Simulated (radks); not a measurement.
Species: P3+. Configuration: [Ne] 3d2 (not the ground configuration).

All-electron calculation, scalar-relativistic Kohn-Sham, PW91, spin-polarised, spherical densities, finite nucleus; open shells are filled with parallel spins first; Fermi nuclear charge, rms radius 3.1889 fm. Program: a radial shooting solver on a logarithmic mesh with Libxc functionals.

Energy parts (hartree):
total: -338.17135
kinetic: 339.30692
electron-nucleus: -787.84341
Hartree: 132.34851
exchange-correlation: -21.98337

Orbitals (lengths in bohr, moments of r in powers of bohr; r(max) is where P^2 peaks; r(90%) holds 90 % of the orbital's charge):
orbital  occ.  eigenvalue (hartree)      <r^4>   r(max)  r(90%)
1s up       1             -78.41448  0.0005391  0.06763   0.185
1s down     1             -78.41565  0.0005391  0.06763   0.185
2s up       1              -8.05126     0.1850   0.4177   0.812
2s down     1              -8.03739     0.1828   0.4174   0.810
2p up       3              -6.24649     0.1818   0.3521   0.803
2p down     3              -6.23462     0.1784   0.3518   0.800
3s up       0              -1.82591      14.58    1.459    2.43
3p up       0              -1.44237      21.76    1.580    2.69
3d up       2              -0.92943      45.23    1.772    3.24

The highest occupied level is 3d up at -25.291 eV. The configuration is held as typed, so some empty levels lie below it. The electron density at the nucleus is 2383 e/bohr^3 (large components only).
